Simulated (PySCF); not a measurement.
Ta⁺: ionisation energy

Ta⁺ [Xe] 4f14 5d3 6s1 (5F) → Ta²⁺ [Xe] 4f14 5d3 (4F), as a difference of total energies. Calculation: PySCF 2.14, in x2c-TZVPPall with one added diffuse shell each of s, p, d, f type (12s8p8d4f1g, 113 functions); scalar relativity by spin-free X2C-1e. Correlated levels: valence: [Xe] 4f14 frozen. The calculations carry no spin-orbit coupling.

```json
{"method": "UHF", "ionisation energy (eV)": "14.239"}
{"method": "MP2 (valence)", "ionisation energy (eV)": "14.579"}
{"method": "SCS-MP2 (valence)", "ionisation energy (eV)": "14.353"}
{"method": "CCSD (valence)", "ionisation energy (eV)": "14.656"}
{"method": "CCSD(T) (valence)", "ionisation energy (eV)": "14.666"}
```

How much does correlation contribute at CCSD(T) (valence)?

14.666 − (14.239) = 0.427 eV, measured against UHF.

A first-order spin-orbit estimate (lowest level to lowest level, LS coupling) adds -0.049 eV.

Errors of the correlated levels include the incompleteness of this basis and the frozen core.

Every method misses the reference by a wide margin, which points to the basis or the choice of state and not to the methods.

For comparison: 16.2 ± 0.5 eV (semi-empirical (NIST evaluation); NIST Atomic Spectra Database, ionization energies).
